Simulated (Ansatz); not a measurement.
`S[Si]1(S)[O][AlH]1`. Charge 0, multiplicity 1. The geometry is a stationary point of PBE0-D4/def2-TZVP. It is one conformer, not always the lowest.

```xyz
8

S    -1.826   -1.240   -1.073
Si   -0.050   -0.359   -0.302
S     1.347   -1.910   -0.719
O    -0.028    0.167    1.285
Al    0.282    1.727    0.560
H    -2.493   -0.077   -1.151
H     2.249   -1.444    0.161
H     0.519    3.135    1.239
```

Q: What is the dipole moment at PBE/def2-TZVPP? (Estimate.)

A: Computed: 2.70 D, with components (0.45, 2.65, 0.12) D in this frame, pointing from negative to positive charge.

Q: And with r2SCAN, B3LYP, ωB97M-V? (Best estimate.)

A: Computed: r2SCAN 2.89 D, B3LYP 2.97 D, ωB97M-V 3.12 D.

Q: Give the Mulliken charges with PBE, r2SCAN, ωB97M-V in def2-TZVPP. (Best estimate.)

A: Ansatz gave: 
| atom | PBE | r2SCAN | ωB97M-V |
| --- | --- | --- | --- |
| S1 | -0.22 | -0.24 | -0.21 |
| Si2 | 0.43 | 0.48 | 0.44 |
| S3 | -0.23 | -0.24 | -0.22 |
| O4 | -0.32 | -0.42 | -0.39 |
| Al5 | 0.18 | 0.33 | 0.21 |
| H6 | 0.11 | 0.11 | 0.11 |
| H7 | 0.12 | 0.11 | 0.12 |
| H8 | -0.07 | -0.11 | -0.06 |

B3LYP here is the variant with VWN-RPA as its local correlation; programs differ in this.
